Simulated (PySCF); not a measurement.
**Cl3SV: core ionisation energies**

Species: VSCl3 (singlet state).
Structure used (PBE0-D3(BJ)/def2-SVP), in Å, numbered top down from 1:
```xyz
5
Cl3SV angstrom
V     -0.0042    0.0006    0.0084
S      0.0206   -0.0339    1.9759
Cl     1.9993    0.0142   -0.6777
Cl    -1.0145    1.7571   -0.6200
Cl    -1.0012   -1.7380   -0.6866
```

Level of theory: delta-SCF UKS SCAN, pcX-2 on the ionised atom (unc-x2c-TZVPall on a metal), pcseg-1 elsewhere, spin-free X2C in PySCF. Vertical ΔSCF values, vacuum level as zero.

Question: List the computed XPS lines with their assignment.

Answer: 
```
    atom(s)  bonded to     level  binding energy (eV)  2p1/2 (eV)  count
         S2          V   S 2p3/2               169.31      170.53      1
         S2          V      S 1s              2477.05           –      1
Cl3/Cl4/Cl5          V  Cl 2p3/2               206.01      207.67      3
Cl3/Cl4/Cl5          V     Cl 1s              2828.62           –      3
```

Question: Which effective nuclear charge Zeff reproduces each element's mean 1s value in the hydrogen-like formula E = 13.606 eV × Zeff²?

Answer: S (Z = 16): mean 2477.1 eV, Zeff = 13.49, Z − Zeff = 2.51; Cl (Z = 17): mean 2828.6 eV, Zeff = 14.42, Z − Zeff = 2.58. Means run over the listed sites, weighted by atom count.

Question: Give the binding energy of S 1s of S2 in hartree and in kJ/mol.

Answer: 2477.05 eV = 91.0299 Eh = 238999 kJ/mol.

Atoms equivalent by their bonding share one computed value, that of the first of them. Not every level is listed. Spin–orbit and ligand-field terms were added within each 2p shell after the spin-free SCF. 2p1/2 minus 2p3/2 (ligand field included): S 1.23 eV, Cl 1.65 eV. No level of vanadium is listed. Geometry: PBE0-D3(BJ)/def2-SVP; no solvent, vibrations or thermal averaging. Metal 2p energies of this one-determinant scheme are less reliable than its 1s energies.

On one thread of an Arm Neoverse V2, shared host, this took 47 s of wall time.
